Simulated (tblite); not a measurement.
Compound: C4H12ClFSi2.
Z-matrix (Å and degrees, GFN2-xTB geometry), rows numbered from 1:
```
F 
C   1  1.3736
C   2  1.5094  1  111.03
Cl  3  1.7933  2  110.16  1    81.00
Si  3  1.9228  2  112.18  1   -37.61
C   5  1.8975  3  107.73  2  -171.01
C   6  1.5287  5  111.80  3  -178.82
Si  7  1.9029  6  112.49  5   179.77
H   2  1.0954  1  106.23  3  -119.20
H   2  1.0951  1  106.71  3   123.47
H   3  1.0891  2  108.47  1  -163.98
H   5  1.4695  3  106.63  2   -51.73
H   5  1.4602  3  107.60  2    68.12
H   6  1.0924  5  110.39  3    59.55
H   6  1.0916  5  110.07  3   -57.40
H   7  1.0912  6  109.07  5   -57.92
H   7  1.0910  6  109.03  5    57.39
H   8  1.4641  7  109.30  6   -59.99
H   8  1.4658  7  108.86  6    59.44
H   8  1.4632  7  109.56  6   179.51
```

Method: GFN2-xTB as coded in tblite; computed harmonic values from a numerical Hessian at the method's own geometry, unscaled. Errors from tens to a few hundred cm⁻¹ against measured bands are possible. Modes of hydrogen on silicon can be 10 to 20 % off. One conformer, not necessarily the lowest.

Harmonic wavenumbers (cm⁻¹): 32.9, 49.1, 56.5, 72.3, 91.5, 128.6, 146.5, 162.9, 229.2, 240.2, 299.3, 452.1, 510.7, 516.2, 535.7, 574.7, 667.9, 698.6, 713.3, 734.1, 755.6, 763.1, 775.7, 779.8, 790.6, 794.6, 826.0, 951.0, 997.6, 1066.9, 1069.1, 1088.2, 1142.3, 1196.3, 1212.9, 1234.3, 1263.6, 1312.6, 1323.9, 1436.8, 1469.6, 1491.7, 2224.4, 2247.0, 2262.8, 2269.2, 2308.0, 2940.1, 2946.7, 2954.7, 2969.2, 2972.8, 2976.0, 2986.8.

A = 2371, B = 425.8, C = 380.3 MHz; mass 170.015 u (most abundant isotopes); point group C1, symmetry number 1.

Zero-point energy?

½Σν̃ = 31356 cm⁻¹ = 89.65 kcal/mol.

What is S at 273.15 K and 1 bar for an ideal gas of classical rigid rotors and harmonic oscillators?

Translation 40.89, rotation 30.84, vibration 39.47: S = 111.2 cal/(mol K).

And Cp and H(273.15 K) − H(0)?

Cp = 43.26 cal/(mol K), of which vibrations give 35.31 (their classical limit is 54 R = 107.3); H(273.15 K) − H(0) = 7.43 kcal/mol without the zero-point energy, 5.26 from vibrations.

What must be added to the electronic energy to get the Gibbs energy at 273.15 K and 1 bar?

ZPE + [H(273.15 K) − H(0)] − T·S = 89.65 + 7.43 − 30.38 = 66.70 kcal/mol.

Blend soft modes into free rotors: weight 1/[1 + (100 cm⁻¹/ν̃)⁴] for the oscillator and the rest for a rotor with moment μB/(μ + B), μ = h/(8π²ν), B = 10⁻⁴⁴ kg m². What vibrational entropy results?

34.69 cal/(mol K) in place of 39.47, which changes −T·S at 273.15 K by +1.31 kcal/mol.

Which modes carry the vibrational entropy at 273.15 K?

32.9 cm⁻¹: 5.47; 49.1 cm⁻¹: 4.68; 56.5 cm⁻¹: 4.40; 72.3 cm⁻¹: 3.92; 91.5 cm⁻¹: 3.46; 128.6 cm⁻¹: 2.80 cal/(mol K); the other 48 give 14.74 together.

How do the functions run with temperature in this model?

```tsv
T (K)	S (cal/(mol K))	Cp (cal/(mol K))	H − H(0) (kcal/mol)	G − H(0) (kcal/mol)	ln q(vib)
50	65.0	17.5	0.61	-2.64	1.25
100	79.4	24.0	1.67	-6.27	3.48
298.15	115.1	46.2	8.54	-25.78	11.06
373.15	126.4	54.2	12.31	-34.84	13.64
500	143.9	65.4	19.93	-52.00	17.82
750	173.5	80.5	38.32	-91.79	25.45
1000	198.1	90.3	59.76	-138.32	32.32
```

q(vib) and H(0) count from the zero-point level.

Hindered rotation and anharmonicity are outside this model. Other conformers, if any are populated, would add a mixing term that is left out. The structure is chiral; the term R ln 2 for an equal mix with its mirror image is left out.
